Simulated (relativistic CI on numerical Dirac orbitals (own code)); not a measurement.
Radial parameters of Ar6+

These numbers are calculated, not measured: Dirac-Coulomb-Breit CI, KLI orbitals optimised for each configuration, a model potential for QED, unscaled Slater integrals (own radial code, finite nucleus).

Slater integrals F^k, G^k are unscaled and averaged over j, outside the closed core [Ne]; ζ comes from projecting the Hamiltonian with its Breit term on Σ l·s of the shell.

- 3s3p: G^1(3s,3p) = 109020, ζ(3p) = 1630.7 cm⁻¹; <r>(3s) = 1.189, <r^2>(3s) = 1.608, <r>(3p) = 1.239, <r^2>(3p) = 1.766 (bohr units).
- 3p²: F^2(3p,3p) = 81359, ζ(3p) = 1628.6 cm⁻¹; <r>(3p) = 1.243, <r^2>(3p) = 1.777 (bohr units).
- 3s3d: G^2(3s,3d) = 75290, ζ(3d) = 35.751 cm⁻¹; <r>(3s) = 1.189, <r^2>(3s) = 1.609, <r>(3d) = 1.28, <r^2>(3d) = 1.913 (bohr units).

Averages of the first 10 configurations, taken without configuration mixing, which lowers the lowest level and can move excited configurations by several eV; other configurations of the list can lie among them:

```csv
Configuration,Parity,States,Average energy above the lowest level (eV)
3s²,even,1,1.6
3s3p,odd,12,16.5
3p²,even,15,35.2
3s3d,even,20,41.3
3d²,even,45,82.6
3p3d,odd,60,58.4
3p4s,odd,12,82.0
3s4s,even,4,64.2
3s4p,odd,12,70.6
3s4d,even,20,78.9
```
